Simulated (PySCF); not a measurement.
1-bromo-2-chlorocyclobutene (C4H4BrCl), SMILES ClC1=C(Br)CC1.

Coordinates come from a B3LYP-D3(BJ)/def2-SVP optimisation.

Computed with TDDFT-B3LYP/def2-SVPD run with PySCF 2.14.0.

Vertical excitations.  State labels are in the subgroup Cs.

Computed UV-visible absorptions:
| state | symmetry | energy (eV) | λ (nm) | f | main pairs |
|---|---|---|---|---|---|
| S1 | A" | 5.39 | 230 | 0.000 | HOMO→LUMO+1 98 % |
| S2 | A' | 6.04 | 205 | 0.284 | HOMO→LUMO 94 % |
| S3 | A" | 6.26 | 198 | 0.028 | HOMO→LUMO+2 98 % |
| S4 | A" | 6.44 | 193 | 0.001 | HOMO→LUMO+3 92 % |
| S5 | A" | 6.50 | 191 | 0.000 | HOMO−1→LUMO 98 % |
| S6 | A' | 6.71 | 185 | 0.006 | HOMO−1→LUMO+1 98 % |
| S7 | A" | 6.86 | 181 | 0.001 | HOMO→LUMO+4 94 % |
| S8 | A" | 7.04 | 176 | 0.000 | HOMO−2→LUMO 81 %, HOMO→LUMO+5 17 % |
| S9 | A" | 7.10 | 175 | 0.003 | HOMO→LUMO+5 79 %, HOMO−2→LUMO 18 % |
| S10 | A' | 7.35 | 169 | 0.001 | HOMO→LUMO+6 97 % |
| T1 | A' | 3.94 | 314 | 0 | HOMO→LUMO 94 % |
| T2 | A" | 4.97 | 249 | 0 | HOMO→LUMO+1 96 % |
| T3 | A" | 6.05 | 205 | 0 | HOMO→LUMO+3 67 %, HOMO→LUMO+2 11 %, HOMO→LUMO+4 11 % |
| T4 | A' | 6.06 | 205 | 0 | HOMO−1→LUMO+1 93 % |
Triplets are in the Tamm–Dancoff approximation, which puts them higher than full response would, so one can lie above its singlet here.
